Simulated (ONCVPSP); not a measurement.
## Before and after: ONCV potential for platinum

ONCVPSP 4.0.1 input, shortened (lines: element, Z, core and valence counts, functional; n l f; lmax; l rc ep ncon nbas qcut; lloc lpopt rc5 dvloc0; l nproj debl; icmod fcfact rcfact), PBE, scalar-relativistic:

```
  Pt 78.00   12    2        4      upf
    1    0    2.00
    2    0    2.00
    2    1    6.00
    3    0    2.00
    3    1    6.00
    3    2   10.00
    4    0    2.00
    4    1    6.00
    4    2   10.00
    4    3   14.00
    5    0    2.00
    5    1    6.00
    5    2    9.00
    6    0    1.00
    3
    0    2.50    0.00    4    8    2.10
    1    2.25    0.08    4    7    3.00
    2    1.30    0.00    5    8    7.10
    3    2.45    0.09    5   10    5.30
    4    3    1.25    0.00
    0    2    1.90
    1    3    0.40
    2    2    0.40
    3    2    3.40
    1    0.15    0.00
```

All-electron outer shells of the reference configuration (PBE, scalar-relativistic, ld1.x):

```csv
shell,level (eV),outermost node (bohr),outermost maximum (bohr)
5p,-56.02,0.53,0.98
5d,-6.14,0.57,1.26
6s,-5.66,1.14,2.38
```

Change: s: qcut 3; p: qcut 4.3; d: qcut 10.2; f: qcut 7.6.

Cutoffs: the cutoffs (Ha) at which the residual kinetic energy of the hardest occupied pseudo-wave falls to 1 and 0.1 mHa per electron; they do not see the model core or the augmentation charge, which bear on the density cutoff. Errors are all-electron minus pseudo energies relative to the spin-unpolarised reference configuration.

Q: How do hardness, ghosts and transferability respond?

A: The potential gets neither clearly harder nor softer (19 Ha and 52 Ha → 20 Ha and 38 Ha); both files keep a bound ghost (p, s); of the 4 tests that both files solve, the error grows in 2 and shrinks in 2 by more than 15 % and 0.3 meV (median size 30.0 → 25.8 meV).

| quantity | base | changed |
| --- | --- | --- |
| cutoff, loose | 19 Ha | 20 Ha |
| cutoff, tight | 52 Ha | 38 Ha |
| loose cutoff by channel | s 18 Ha, d 19 Ha | s 4.1 Ha, d 20 Ha |
| bound ghosts | s, p | s, p |
| GHOST(+) flags under 300 eV | p at 115.4 eV | none |
| error for 5d9 6s0, meV [ΔE 9.19 eV] | -10.0 | -17 |
| error for 5d8 6s0, meV [ΔE 29.16 eV] | -50 | -35 |
| error for 5d7 6s0, meV [ΔE 61.38 eV] | -226 | -176 |
| error for 5d9.5 6s0.5, meV [ΔE -0.12 eV] | -5.9 | -11 |
| s: phases at 2.54 bohr within 0.05 rad from the reference energy up to (Ha; the scan ends near 5) | n/a | 2.7 |
| p: phases at 2.28 bohr within 0.05 rad from the reference energy up to (Ha; the scan ends near 5) | 3.6 | 4.2 |
| d: phases at 1.32 bohr within 0.05 rad from the reference energy up to (Ha; the scan ends near 5) | to the end of the scan | to the end of the scan |
| f: phases at 2.48 bohr within 0.05 rad from the reference energy up to (Ha; the scan ends near 5) | to the end of the scan | to the end of the scan |
| rms error of d²Exc/dni dnj with the model core, mHa | 1.32 | 1.32 |

 A true bound ghost makes a file unfit for plane-wave use even where its test errors are small: the radial tests pick states by their node count and pass the ghost by.
